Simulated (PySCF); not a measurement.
Compound: C₆H₁₃OP.
Atom-mapped SMILES: `[CH3:1][CH2:2][C@H:3]1[CH2:4][P@:5]([CH3:6])(=[O:7])[CH2:8]1`

Probes without a nucleus sit at each ring's centroid and 1 Å off its mean plane on both sides; NICS is minus the shielding there, NICSzz its component along the normal. Level: GIAO PBE0/pcSseg-1 (PySCF, non-relativistic, gas phase) on the GFN2-xTB geometry, one conformer.

Ring bond lengths (Å), with Mayer bond orders in brackets: C3–C4 1.549 (0.98), C4–P5 1.852 (0.90), P5–C8 1.852 (0.90), C8–C3 1.548 (0.99).

Give the NICS values of each ring in ppm.

```csv
ring,type,NICS(0),"NICS(1), two faces","NICS(1)zz, two faces",rms pucker (Å),"centre to ring atoms, mean (Å)"
C3–C4–P5–C8,4-membered ring with P; formal bonds all single,-0.3,-2.2 / 0.1,3.9 / 4.1,0.09,1.20
```

What do they say, and how far can they be read as aromaticity?

- C3–C4–P5–C8: mean NICS(1)zz 4.0 ppm, deshielded. C3, C4, P5, C8 have four or more neighbours; no verdict on aromaticity is drawn.

At the second NICS(1) probe listed for ring C3–C4–P5–C8, 1 Å off the ring, how large is the induced field along the normal in 9.4 T applied along it?

NICSzz × B0 = 4.1 ppm × 9.4 T = 39 μT, along the applied field.

How shielded are the nuclei of the rings and their hydrogens (means over atoms taken as equivalent)?

```tsv
atoms	environment	σ isotropic (ppm)	principal values of the symmetric part, first atom (ppm)
C3	four-membered-ring carbon	156.1	149.8, 154.2, 164.5
C4 (×2)	sp3 carbon bound to phosphorus	141.7	119.5, 137.5, 169.9
P5	phosphoryl phosphorus	309.5	211.7, 238.2, 478.7
H on C3	methine hydrogen	29.44	26.0, 28.7, 33.7
H on C4 (×2)	methylene hydrogen	30.04	26.7, 30.8, 32.9
H on C4 (×2)	methylene hydrogen	29.12	25.6, 27.7, 34.1
```

Shape of the structure used: `[CH3:1][CH2:2][C@H:3]1[CH2:4][P@:5]([CH3:6])(=[O:7])[CH2:8]1`: C1–C2–C3–C4 69°.
